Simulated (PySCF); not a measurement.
## Identify the compound

The spectra below were simulated for a compound C6H10N2Si.

1H NMR (400 MHz, computed): δ 9.10 (d, 1H), 7.36 (d, 1H), 4.45 (s, 3H), 2.95 (q, 2H), 1.40 (t, 3H).

13C{1H} NMR (computed): δ 178.5 (C), 157.2 (CH), 141.8 (CH), 133.3 (C), 34.6 (CH2), 17.4 (CH3).

PySCF calculation with σ from GIAO-CAM-B3LYP/pcSseg-1 and structure optimised with PBE0-D3(BJ)/def2-SVP; one conformer, non-relativistic Hamiltonian, one averaged value for each set of equivalent atoms, gas phase.

Scale: 1H (31.33 ppm) and 13C (182.45 ppm) vs TMS (reference shieldings calculated alike).

Q: Deduce the structure.

A: 
Rings plus π bonds: 4 (1 ring in the answer). 6 carbon signals for 6 carbons: no two carbons are equivalent. Carbon types of the structure: 2 × C, 2 × CH, 1 × CH2, 1 × CH3, leaving 3 H on heteroatoms. δC 178.5: substituted aromatic carbon next to a ring nitrogen. δC 157.2: aromatic CH next to a ring nitrogen; the adjacent pyridine-type nitrogen withdraws density from it. δC 141.8: aromatic CH. δC 133.3: substituted aromatic carbon. δC 34.6: sp3 CH2 on an aromatic ring; saturated and bonded to C and H only. δH 9.10: hydrogen on an aromatic CH next to a ring nitrogen; ring current plus the neighbouring ring nitrogen. δH 2.95: hydrogen on an sp3 CH2 on an aromatic ring; benzylic-type position, deshielded by the ring.

The compound is `InChI=1S/C6H10N2Si/c1-2-5-6(9)3-4-7-8-5/h3-4H,2H2,1,9H3`.

This is the structure that produced the data.

Shifts are as computed, not scaled to solution data. Of 1328 compounds with measured shifts, 309 miss one by over three times the rms of a fit or turn the order of signals round; such compounds aren't used in these exercises. Signals without a measured value on file couldn't be tested in this way. Multiplicities follow the n + 1 count of equivalent neighbours, as no J values were calculated; m marks all less simple cases, F and P coupling included.
